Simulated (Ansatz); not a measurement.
Reaction R1 → P1 + P2, each structure at its B3LYP-D3(BJ)/def2-TZVP stationary point, reached from a drawn start (curvature not checked).
R1, Cl3NbO (SMILES [O]=[Nb]([Cl])([Cl])[Cl]) (charge 0, multiplicity 1, Z-matrix in Å and degrees):
```
Nb
O 1 1.6890
Cl 1 2.2892 2 107.93
Cl 1 2.2892 2 107.94 3 -119.99
Cl 1 2.2892 2 107.93 3 120.01
```
P1, Cl2NbO (SMILES [O]=[Nb]([Cl])[Cl]) (charge 0, multiplicity 2):
```csv
atom,x (Å),y (Å),z (Å)
Nb,0.0721,-0.0003,-0.0039
O,1.7644,-0.0078,-0.0220
Cl,-0.9091,2.0914,0.0061
Cl,-0.9274,-2.0833,0.0198
```
P2: Cl atom, charge 0, multiplicity 2.

P less R. No zero-point or thermal terms; singlets are restricted closed shells; open shells are unrestricted; no spin–orbit coupling. The spin states of the d-block species are the ones drawn and need not be the lowest.

Run with Ansatz (Gaussian basis) for Hartree–Fock, density functionals and correlated methods. All values are computed, each at the level named. Elements past Kr take the def2 small-core potentials, without spin–orbit coupling.

Task: One of these levels gives 4.389 eV for the reaction energy. Which?
A) PBE/def2-TZVPP
B) BHLYP/def2-TZVPP
C) B3LYP/def2-TZVPP
D) HF/def2-TZVPP

Result: C, B3LYP/def2-TZVPP. The others give 2.779 (HF/def2-TZVPP), 4.788 (PBE/def2-TZVPP), 4.044 (BHLYP/def2-TZVPP)

Ansatz is a first-principles code.
